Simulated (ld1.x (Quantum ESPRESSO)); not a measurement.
tin, PAW: configuration errors across variants

```
Element                 : Sn
Generator               : ld1.x (Quantum ESPRESSO) 7.5
Type                    : PAW
Functional              : PBE
Relativity              : fully relativistic
Frozen core             : [Kr]
Valence charge          : 14
Reference configuration : 4d10 5s2 5p2
Partial waves           : 5s (bound): rcut 1.85, rcutus 2.10 bohr; 5s channel at 0.4 Ry: rcut 1.85, rcutus 2.10 bohr; 5p (bound): rcut 2.20, rcutus 2.45 bohr; 5p channel at 2.15 Ry: rcut 2.20, rcutus 2.45 bohr; 4d (bound): rcut 1.30, rcutus 1.40 bohr; 4d channel at 2.15 Ry: rcut 1.30, rcutus 1.40 bohr
Local potential         : all-electron potential smoothed inside 1.90 bohr (lloc = -1)
Core correction         : Bessel-smoothed model core, default radius (core density twice the valence density)
Augmentation charge     : BESSEL, radius 1.25 bohr
```

Open shells are filled in proportion to 2j + 1 (rel_dist='average').

All-electron excitation energies from the reference (eV): (1) 4d10 5s2 5p1 6.887; (2) 4d10 5s2 5p0 20.858; (3) 4d10 5s1 5p0 51.828; (4) 4d10 5s2 5p1.5 2.622; (5) 4d10 5s0 5p0 92.952; (6) 4d10 5s1 5p2 14.517; (7) 4d10 5s2 5p2.3 -0.853.

2 further variants failed, have other tests or too few solved ones, and are left out.

Errors AE − PS in meV (a dash: test not solved or not reliable):

```tsv
change	(1)	(2)	(3)	(4)	(5)	(6)	(7)	bound ghosts
base	+0.5	+3.5	+5.0	+0.1	-2.9	-0.3	-0.1	not determined
waves 4d (bound): rcut 1.30, rcutus 1.44 bohr; 4d channel at 2.15 Ry: rcut 1.30, rcutus 1.44 bohr	+0.4	+2.9	+3.6	+0.1	-5.8	-0.3	-0.1	not determined
waves 4d (bound): rcut 1.30, rcutus 1.64 bohr; 4d channel at 2.15 Ry: rcut 1.30, rcutus 1.64 bohr	+0.1	+1.1	-0.9	0.0	-15	-0.3	-0.1	not determined
waves 4d (bound): rcut 1.30, rcutus 2.12 bohr; 4d channel at 2.15 Ry: rcut 1.30, rcutus 2.12 bohr	-0.2	-1.6	-8.5	-0.1	-36	-0.7	-0.1	not determined
```

Question: Give the same row for: waves 4d (bound): rcut 1.30, rcutus 1.84 bohr; 4d channel at 2.15 Ry: rcut 1.30, rcutus 1.84 bohr.

Answer: +0.2, +1.4, +3.7, 0.0, -4.3, +0.3, -0.1; bound ghosts: not determined.
